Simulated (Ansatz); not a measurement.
`BO[SiH](S)Cl` and `OC[SiH](S)Cl` differ in one atom or group.

Ansatz, PBE0-D4/def2-TZVP geometries, multiplicity 1. Each molecule was computed in one conformer, which needn't be the lowest.

| property | `BO[SiH](S)Cl` |
| --- | --- |
| HOMO–LUMO gap (PBE0/def2-TZVPP) / eV | 7.10 |
| LUMO energy (PBE0/def2-TZVPP) / eV | -0.90 |
| LUMO energy (ωB97M-V/def2-TZVPP) / eV | 0.99 |
| HOMO energy (B3LYP/def2-TZVPP) / eV | -7.73 |
| HOMO–LUMO gap (PBE/def2-TZVPP) / eV | 4.83 |
| HOMO energy (ωB97M-V/def2-TZVPP) / eV | -10.20 |

Question: Give the same properties after the change, and the shifts. (Best estimate.)

Answer: The calculation gave: 
| property | `OC[SiH](S)Cl` | shift |
| --- | --- | --- |
| HOMO–LUMO gap (PBE0/def2-TZVPP) / eV | 7.70 | 0.60 |
| LUMO energy (PBE0/def2-TZVPP) / eV | 0.08 | 0.98 |
| LUMO energy (ωB97M-V/def2-TZVPP) / eV | 1.75 | 0.76 |
| HOMO energy (B3LYP/def2-TZVPP) / eV | -7.36 | 0.37 |
| HOMO–LUMO gap (PBE/def2-TZVPP) / eV | 5.56 | 0.73 |
| HOMO energy (ωB97M-V/def2-TZVPP) / eV | -9.82 | 0.38 |

With PBE0 the HOMO rises by 0.38 eV and the LUMO rises by 0.98 eV, so the gap widens by about 0.60 eV. PBE moves the HOMO by 0.38 eV and ωB97M-V by 0.38 eV.

B3LYP here is the variant with VWN-RPA as its local correlation; programs differ in this.
